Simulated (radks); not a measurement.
Effect of the nuclear size on the osmium ion Os68+, [He] 2s2 2p4. Calculated with a radial shooting solver on a logarithmic mesh with Libxc functionals: Dirac Kohn-Sham, LDA (Slater exchange, Perdew-Wang correlation), spin-unpolarised, spherical densities, finite nucleus; open shells are shared between the two j in proportion to 2j + 1; Fermi nuclear charge, rms radius 5.4126 fm. The rms radius is varied about that value; shifts are against it.

| rms radius (fm) | total energy shift (eV) | density at nucleus (e/bohr^3) | 1s1/2 shift (meV) | 2s1/2 shift (meV) | 2p1/2 shift (meV) | 2p3/2 shift (meV) | 3s1/2 (empty) shift (meV) | 3p1/2 (empty) shift (meV) |
|---|---|---|---|---|---|---|---|---|
| 4.8064 | -14.8 | 1.687e+06 | -6200 | -945 | -30.2 | 26.1 | -269 | -12.3 |
| 4.9309 | -11.8 | 1.671e+06 | -4970 | -757 | -24.2 | 20.9 | -215 | -9.89 |
| 5.4126 | 0 | 1.615e+06 | 0.000 | 0.000 | 0.000 | 0.000 | 0.000 | 0.000 |
| 5.7482 | 8.66 | 1.58e+06 | 3630 | 554 | 17.7 | -15.3 | 157 | 7.25 |
| 6.441 | 27.6 | 1.515e+06 | 11600 | 1760 | 56.6 | -48.6 | 501 | 23.1 |

Slopes of the eigenvalues against <r^2> in GHz/fm^2, as finite differences over the two radii next to the reference (eigenvalue slopes, not the field-shift constants of lines): 1s1/2 238000, 2s1/2 36300, 2p1/2 1160, 2p3/2 -1000, 3s1/2 (empty) 10300, 3p1/2 (empty) 475.
